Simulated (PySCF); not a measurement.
Species: CH14Si5.
Numbering: `[CH3:1][SiH2:2][Si:3]([SiH3:4])([SiH3:5])[SiH3:6]` (hydrogens: H7, H8, H9 on C1; H10, H11 on Si2; H12, H13, H14 on Si4; H15, H16, H17 on Si5; H18, H19, H20 on Si6)

Level of theory: PBE0-D3(BJ)/def2-SVP geometry optimisation, gas phase in PySCF 2.14.0.

Problem. List the bond lengths, angles and torsions at this level.

Solution. 
```
                     bond  length (pm)
                   C1–Si2        188.4
                  Si2–Si3        234.5
Si3–Si4, Si3–Si5, Si3–Si6        234.2
      C1–H7, C1–H8, C1–H9        110.1
         Si2–H10, Si2–H11        149.8
 Si4–H12 and 8 like bonds        149.6
```

Bonds in one row agree within 1 pm and their mean is given. A selection of angles:
```
      angle  degrees
  Si2–C1–H7    110.7
   H7–C1–H8    108.1
 C1–Si2–Si3    110.3
 C1–Si2–H10    110.5
Si3–Si2–H10    108.8
H10–Si2–H11    107.7
Si2–Si3–Si4    109.0
Si2–Si3–Si5    110.8
Si4–Si3–Si5    109.2
Si3–Si4–H12    110.2
Si3–Si4–H13    110.9
H12–Si4–H13    108.5
H12–Si4–H14    108.5
```

Torsions: C1–Si2–Si3–Si4 63° (synclinal). The mirror-image conformer, all signs reversed, is as good.

Si4 (SiH3 silicon) is tetrahedral (angles from 108.5° to 110.9°). Si2 (SiH2 silicon) is tetrahedral (angles from 107.7° to 110.5°). Si3 (four-coordinate silicon) is tetrahedral (angles from 108.7° to 110.8°).

Point group: near Cs, missed by 0.22 Å at most; the miss may be what the optimiser left on a soft mode. No PBE0-D3(BJ)/def2-SVP frequencies stand behind this structure, so it isn't proved a minimum.
